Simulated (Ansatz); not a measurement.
The same redistribution along the group B, Al, In.

Calculated with Ansatz (gas phase, PBE0-D4/def2-TZVP geometries, no zero-point term in ΔE). CCSD(T)/CBS adds triple-zeta CCSD(T) − MP2 to the extrapolated MP2 energy (def2 sets, frozen cores). Functionals use def2-TZVPP. def2 core potentials past Kr. For In outer-core shells are correlated without core-valence functions, which leaves a few kJ/mol of doubt a bond. One conformer a species, not always the lowest.

| reaction | PBE-D4 (kcal/mol) | CCSD(T)/CBS(def2) (kcal/mol) |
| --- | --- | --- |
| `NB(N)Cl` + `C[SiH2][SiH2]O` → `NBCl` + `C[SiH2][SiH](N)O` | 5.0 | 3.9 |
| `[NH2][Al]([NH2])[Cl]` + `C[SiH2][SiH2]O` → `[NH2][AlH][Cl]` + `C[SiH2][SiH](N)O` | 3.8 | 4.5 |
| `[NH2][In]([NH2])[Cl]` + `C[SiH2][SiH2]O` → `[NH2][InH][Cl]` + `C[SiH2][SiH](N)O` | -15.5 | -14.7 |

Largest T1 diagnostic: 0.014, for `[NH2][InH][Cl]`.
